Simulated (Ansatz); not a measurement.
H$_{3}$SSb (`[SH][SbH2]`). Total charge 0; spin multiplicity 1. Sb takes the def2 core potential.

```xyz
5

S    -0.4606   -0.3693   -1.3876
Sb    0.1249    0.5226    0.7912
H    -1.1563    0.7259   -1.7305
H    -0.2689   -0.9132    1.6333
H     1.7609    0.0339    0.6936
```

Q: List the harmonic frequencies (cm⁻¹, unscaled) at PBE0-D4/def2-TZVP in Ansatz. (Best estimate.)

A: The calculation gave: 145, 350, 581, 612, 800, 854, 1959, 1961, 2720.

Q: Is this a minimum?

A: Yes, all 9 modes are real.

Q: Give the ideal-gas thermochemistry at 298.15 K and 1 bar (rigid rotor, harmonic oscillator; point group Cs, symmetry number 1).

A: Zero-point energy 59.7 kJ/mol; H(298) − E = 73.5 kJ/mol; entropy 292.6 J/(mol·K), of which translation 171.9, rotation 99.0, vibration 21.7; G(298) − E = -13.7 kJ/mol.

Q: And at 400, 500, 600, 800 and 1000 K?

A: 
```tsv
T (K)	H − E (kJ/mol)	S (J/mol/K)	G − E (kJ/mol)
400	80.2	311.9	-44.6
500	87.4	328.0	-76.6
600	95.1	342.0	-110.1
800	111.8	365.9	-181.0
1000	129.6	385.8	-256.2
```
